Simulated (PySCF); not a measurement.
## Nuclear quadrupole coupling in `Cn1nncc1C(C)(C)C`

Compound: C₇H₁₃N₃.
Cartesian coordinates in Å at the GFN2-xTB level; atoms count from 1:
```
atom  x, y, z in Å
C1     1.9846   -1.3652   -0.6929
N2     1.7488   -0.0340   -0.2174
N3     2.8008    0.7692   -0.0716
N4     2.4026    1.9131    0.3317
C5     1.0665    1.8871    0.4609
C6     0.6068    0.6307    0.1081
C7    -0.7906    0.0813    0.1161
C8    -0.9443   -0.9035    1.2839
C9    -1.7731    1.2406    0.3213
C10   -1.1297   -0.6148   -1.2084
H11    1.6488   -1.4769   -1.7254
H12    3.0620   -1.5210   -0.6549
H13    1.4902   -2.1053   -0.0644
H14    0.5294    2.7515    0.7901
H15   -0.7075   -0.4124    2.2254
H16   -1.9693   -1.2638    1.3310
H17   -0.2881   -1.7631    1.1727
H18   -2.7941    0.8652    0.3174
H19   -1.6728    1.9741   -0.4752
H20   -1.5960    1.7330    1.2740
H21   -0.6100   -1.5626   -1.3101
H22   -0.8721    0.0212   -2.0530
H23   -2.1977   -0.8172   -1.2493
```

Field gradients from the PBE0/pcSseg-1 density (PySCF, non-relativistic), principal values in atomic units, ordered |Vxx| ≤ |Vyy| ≤ |Vzz|:

```tsv
atom	Vxx	Vyy	Vzz
N2	0.2385	0.3928	-0.6313
N3	0.1624	0.8522	-1.0146
N4	0.5428	0.5548	-1.0977
```

Problem. Find the asymmetry η = (Vxx − Vyy)/Vzz and the couplings χ = eQV/h (234.96 MHz × Q in barn × V in au), with Q(14N) = 0.02044 b.

Solution. 
```
atom             environment  nucleus     η  χzz (MHz)  χxx (MHz)  χyy (MHz)
  N2   pyrrole-type nitrogen      14N  0.24     -3.032      1.145      1.886
  N3  pyridine-type nitrogen      14N  0.68     -4.873      0.780      4.093
  N4  pyridine-type nitrogen      14N  0.01      -5.27       2.61       2.66
```

The gradient is axial or nearly so (η below 0.05) at N4. The tensor is traceless: Vxx + Vyy + Vzz = 0.

Problem. What is Vzz at N4 in SI units (1 au = 9.71736 × 10²¹ V/m²)?

Solution. -1.0977 au = -10.666 × 10²¹ V/m².

Problem. What couplings would deuterons (Q(2H) = 0.00286 b) have in place of the hydrogens, at this geometry?

Solution. 
```tsv
atom	bonded to	bond length (Å)	Vzz (au)	η	χzz (kHz)
H11	C1	1.091	0.2990	0.06	201
H12	C1	1.089	0.2994	0.06	201
H13	C1	1.090	0.3039	0.07	204
H14	C5	1.070	0.3488	0.08	234
H15	C8	1.088	0.3122	0.02	210
H16	C8	1.088	0.3150	0.02	212
H17	C8	1.087	0.3181	0.03	214
H18	C9	1.088	0.3140	0.02	211
H19	C9	1.087	0.3134	0.02	211
H20	C9	1.087	0.3145	0.01	211
H21	C10	1.086	0.3185	0.02	214
H22	C10	1.088	0.3124	0.02	210
H23	C10	1.088	0.3140	0.02	211
```

Isolated species at its GFN2-xTB geometry, gas phase. GFN2-xTB bond lengths can be off by several hundredths of an ångström, more for odd bonds, and the gradients follow them. These gradients aren't converged with respect to the basis.

The run behind these numbers computed NMR shieldings as well. Time: 42 s (with the writing of density and orbital grids); peak memory 1.1 GiB. Hardware: one thread of an AMD EPYC 9R45, no GPU, on a shared host.
